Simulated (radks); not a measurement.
Results of a calculation; reference values are marked as such.
Task: Mg, 12 electrons, occupied as [He] 2p6 3s2 4s2 (not the ground configuration). Level of theory: scalar-relativistic Kohn-Sham, PBE, spin-polarised, spherical densities, finite nucleus; Fermi nuclear charge, rms radius 3.057 fm (a radial shooting solver on a logarithmic mesh with Libxc functionals). Some entries of the table are withheld. Estimate them.

orbital  occ.  eigenvalue (hartree)  <r^2> (bohr^2)  r(max) (bohr)
1s          2             -48.25243         0.02294        0.08498
2p          6                   (1)          0.4835            (2)
3s          2              -0.59628           5.378          1.882
3p          0              -0.36311           7.178          2.076
4s          2                   (3)             (4)          5.443
3d          0              -0.09046           17.45          2.599

Result: 
(1) 2p eigenvalue (hartree): -3.20277
(2) 2p r(max) (bohr): 0.4569
(3) 4s eigenvalue (hartree): -0.09617
(4) 4s <r^2> (bohr^2): 40.34
